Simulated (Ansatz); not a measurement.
System: PbH4, charge 0, multiplicity 1. 
Structure (B3LYP-D3(BJ)/def2-TZVP (Ansatz, a first-principles code) minimum search):
SMILES: [PbH4]
```xyz
5

Pb     0.0000     0.0000     0.0000
H      1.0223     1.0297     0.9962
H      1.0100    -1.0286    -1.0098
H     -1.0236     1.0025    -1.0223
H     -1.0087    -1.0036     1.0359
```
Charge 0, spin multiplicity 1.

Computed values are from Ansatz. Cores are frozen in the correlated levels unless marked. Open shells are spin-unrestricted. Spin-orbit coupling is left out. Frozen are the shells of the preceding noble gas and the d and f shells that filled before the atom's block. In def2 rows, elements after Kr have scalar-relativistic effective core potentials. CBS(X,Y): correlation extrapolated as X^-3; Hartree-Fock from the larger set.

Task: What is the T1 diagnostic at CCSD/def2-QZVPPD?

Result: 0.011.

Task: What is the dipole moment at CCSD(T)/def2-SVPD?

Result: 0.00 D.

Task: What is the total energy at CCSD(T)/CBS(def2-TZVPPD,def2-QZVPPD)?

Result: -194.2459 Eh.

Task: What is the atomisation energy De at CCSD(T)/CBS(def2-TZVPPD,def2-QZVPPD)?

Result: 224.4 kcal/mol.
